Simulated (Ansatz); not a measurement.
`BOB[SiH3]` + `C[SeH]` → `C[Se]B[SiH3]` + `BO` at 400 K and 1 bar (ligand exchange at a B–O bond).

Computed with Ansatz on PBE0-D4/def2-TZVP structures; ΔE is electronic, products minus reactants. CCSD(T)/CBS is the MP2 limit (def2-TZVPP, def2-QZVPP) plus CCSD(T) − MP2 in def2-TZVPP, frozen cores. This one scheme is used for every species. For Se outer-core shells are correlated without core-valence functions, which leaves a few kJ/mol of doubt a bond. Scalar relativity is left out up to krypton. Each species was taken in one conformer, which may not be the lowest.

| species | CCSD(T)/CBS energy (Eh) | H − E (kJ/mol) | S (J/(mol·K)) |
| --- | --- | --- | --- |
| `BOB[SiH3]` | -417.48760 | 196.2 | 370.6 |
| `C[SeH]` | -2441.15625 | 135.4 | 284.5 |
| `C[Se]B[SiH3]` | -2756.84434 | 231.5 | 399.6 |
| `BO` | -101.80414 | 108.2 | 244.0 |

H − E and S are ideal-gas, rigid-rotor, harmonic terms from PBE0-D4/def2-TZVP, for one conformer and one mirror image of each species. 1 Eh = 2625.50 kJ/mol, R = 8.31446 J/(mol·K).

Q: By hand: ΔE, ΔH, ΔS and ΔG.

A: ΔE = (-2756.84434) + (-101.80414) − (-417.48760) − (-2441.15625) = -0.00463 Eh = -12.2 kJ/mol. Δ(H − E) = 231.5 + 108.2 − 196.2 − 135.4 = 8.1, so ΔH = -4.1 kJ/mol. ΔS = 399.6 + 244.0 − 370.6 − 284.5 = -11.5 J/(mol·K). ΔG = -4.1 − 400 × (-11.5)/1000 = 0.5 kJ/mol.

Q: By hand: the equilibrium constant, and the temperature at which ΔG would vanish if ΔH and ΔS stayed fixed.

A: log₁₀ K = −ΔG/(RT ln 10) = -0.1. ΔG = 0 at ΔH/ΔS = 357 K, though so small a ΔH makes that figure unsure.

TΔS isn't small against ΔH here. The sign of ΔG lies within the doubt. A doubt of 5 kJ/mol in ΔE shifts log₁₀ K by 0.7 here. Other conformers and mirror images would add mixing entropy, several J/(mol·K) or more a flexible species. Modes under 60 cm⁻¹, often nearly free rotors, make the harmonic entropy too high. These are equilibria of isolated gas molecules and say nothing of rates. Largest T1 diagnostic: 0.014 (customary marks: 0.02 for closed shells, 0.045 for open ones).
